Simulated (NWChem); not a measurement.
Molecule: AlHIF; SMILES [F][AlH][I]

Results from NWChem. Medium grid unless said otherwise, to which SCAN and Minnesota functionals are sensitive. Coordinates come from a PBE0/def2-SVP optimisation. def2 effective core potentials on I; no spin-orbit coupling.

**Question.** Order these by “highest occupied level (eV)”, lowest first: r2SCAN0/def2-SVP; PBE/def2-SVP; OLYP/def2-SVP; B3LYP/def2-SVP.

**Answer.** r2SCAN0/def2-SVP (-8.26), B3LYP/def2-SVP (-7.72), PBE/def2-SVP (-6.85), OLYP/def2-SVP (-6.66)
